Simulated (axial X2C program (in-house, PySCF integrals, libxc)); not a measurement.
**Spectroscopic constants of KS**

Calculated with an in-house all-electron X2C program for linear molecules (integrals from PySCF). Spin-free means the one-electron spin-free X2C Hamiltonian; two-component (2c) means X2C with spin–orbit coupling and atomic mean-field two-electron Coulomb and Gaunt terms, so the difference of the two also holds small scalar two-electron terms. Basis: K dyall-cv3z [11s12p6d3f], S dyall-av3z [9s8p3d2f] (cores contracted in-house); Gaussian nuclei, density fitting, unrestricted open shells. Masses: K 38.964 u, S 31.972 u.

The run was started with this input:
```json
{"zs": [19, 16], "q": 0, "bas": ["dyall-cv3z", "dyall-av3z"], "levels": ["PBE0", "HF", "BHandHLYP"], "cc": true, "r0": 2.87, "thr": -2.0, "nmax": 90, "npts": 10, "nst": 2, "ntry": 6}
```
```bash
python so2c.py task.json out
```

Keys: zs atomic numbers; q charge; bas basis sets; levels methods; cc coupled cluster on or off; r0 starting distance in Å; thr threshold in hartree for freezing inner shells (an s shell follows its p shell); nmax most natural virtual spinors; npts points on the curve; nst determinants followed; ntry starts of the search. HF also brings MP2.

State, spin-free: M_S = 1/2, Λ = 1 (beyond evenly filled blocks: π+α, π+β, π-α); electrons by block: σα: 10, σβ: 10, π+α: 4, π+β: 4, π-α: 4, π-β: 3. Fragments: K + S.

State, 2c: Ω = 3/2 (⟨Sz⟩ = 0.50, ⟨Lz⟩ = 1.00 at PBE0); electrons by block: 1/2: 14, -1/2: 14, 3/2: 4, -3/2: 3. Fragments: K + S.

```json
{"Hamiltonian": "spin-free", "level": "PBE0", "Re (Å)": "2.812", "ωe (cm⁻¹)": "253.5", "Be (cm⁻¹)": "0.1214", "αe (cm⁻¹)": "0.000731", "De (eV)": "2.60", "k (mdyn/Å)": "0.665", "μ (D)": "-10.07"}
{"Hamiltonian": "spin-free", "level": "HF", "Re (Å)": "2.892", "ωe (cm⁻¹)": "245.0", "Be (cm⁻¹)": "0.1147", "αe (cm⁻¹)": "0.000676", "De (eV)": "1.49", "k (mdyn/Å)": "0.621", "μ (D)": "-11.18"}
{"Hamiltonian": "spin-free", "level": "MP2", "Re (Å)": "2.827", "ωe (cm⁻¹)": "254.8", "Be (cm⁻¹)": "0.1201", "αe (cm⁻¹)": "0.000712", "De (eV)": "2.56", "k (mdyn/Å)": "0.672", "μ (D)": "n/a"}
{"Hamiltonian": "spin-free", "level": "CCSD", "Re (Å)": "2.842", "ωe (cm⁻¹)": "252.5", "Be (cm⁻¹)": "0.1189", "αe (cm⁻¹)": "0.000704", "De (eV)": "2.52", "k (mdyn/Å)": "0.66", "μ (D)": "n/a"}
{"Hamiltonian": "spin-free", "level": "CCSD(T)", "Re (Å)": "2.839", "ωe (cm⁻¹)": "252.4", "Be (cm⁻¹)": "0.1191", "αe (cm⁻¹)": "0.000708", "De (eV)": "2.56", "k (mdyn/Å)": "0.659", "μ (D)": "n/a"}
{"Hamiltonian": "spin-free", "level": "BHandHLYP", "Re (Å)": "2.831", "ωe (cm⁻¹)": "254.2", "Be (cm⁻¹)": "0.1198", "αe (cm⁻¹)": "0.00071", "De (eV)": "2.51", "k (mdyn/Å)": "0.669", "μ (D)": "-10.41"}
{"Hamiltonian": "2c", "level": "PBE0", "Re (Å)": "2.812", "ωe (cm⁻¹)": "253.4", "Be (cm⁻¹)": "0.1214", "αe (cm⁻¹)": "0.00073", "De (eV)": "2.62", "k (mdyn/Å)": "0.665", "μ (D)": "-10.06"}
{"Hamiltonian": "2c", "level": "HF", "Re (Å)": "2.893", "ωe (cm⁻¹)": "244.9", "Be (cm⁻¹)": "0.1147", "αe (cm⁻¹)": "0.000676", "De (eV)": "1.51", "k (mdyn/Å)": "0.621", "μ (D)": "-11.17"}
{"Hamiltonian": "2c", "level": "MP2", "Re (Å)": "2.827", "ωe (cm⁻¹)": "254.7", "Be (cm⁻¹)": "0.1201", "αe (cm⁻¹)": "0.000712", "De (eV)": "2.56", "k (mdyn/Å)": "0.671", "μ (D)": "n/a"}
{"Hamiltonian": "2c", "level": "CCSD", "Re (Å)": "2.842", "ωe (cm⁻¹)": "252.4", "Be (cm⁻¹)": "0.1188", "αe (cm⁻¹)": "0.000703", "De (eV)": "2.53", "k (mdyn/Å)": "0.659", "μ (D)": "n/a"}
{"Hamiltonian": "2c", "level": "CCSD(T)", "Re (Å)": "2.839", "ωe (cm⁻¹)": "252.4", "Be (cm⁻¹)": "0.1191", "αe (cm⁻¹)": "0.000708", "De (eV)": "2.56", "k (mdyn/Å)": "0.659", "μ (D)": "n/a"}
{"Hamiltonian": "2c", "level": "BHandHLYP", "Re (Å)": "2.831", "ωe (cm⁻¹)": "254.1", "Be (cm⁻¹)": "0.1198", "αe (cm⁻¹)": "0.00071", "De (eV)": "2.53", "k (mdyn/Å)": "0.668", "μ (D)": "-10.41"}
```

Correlated methods: 15 electrons correlated (number of frozen shells: K 2 s, 1 p; S 2 s, 1 p), 237 virtual spin orbitals or spinors in MP2, 90 natural virtuals in coupled cluster.

Dipoles are positive if S is the positive end.

One determinant describes the state; a PBE0 search over occupations chose it and may have missed a lower one. Dissociation energies refer to the lowest single-determinant-based atoms at the same level and basis. Density functionals use the spin component along the axis (collinear). CCSD and (T) use frozen natural virtuals with an MP2 correction for the truncation; (T) itself is uncorrected, so its De runs slightly low. The 2c atoms are single determinants rather than J levels; their spin–orbit lowering is only partly caught, and De is too large by that part. This holds for PBE0, BHandHLYP. Other states lie close and PBE0, whose exact exchange favours high spin, may order them wrongly; the determinant shown need not be the ground state. The nearest other spin-free determinant of the search, M_S = 1/2, Λ = 0, lies 0.24 eV up at the distance of the search. The functionals have no current-density term, which raises determinants with orbital currents, atoms included.

Rough cost a point (2c) on 1 thread(s) of a shared host, integrals apart: PBE0 0.5 s, HF 0.29 s, CCSD(T) 7 s, BHandHLYP 0.5 s.

The whole task took 2.4 min on 1 thread of Arm Neoverse V1 (shared host).
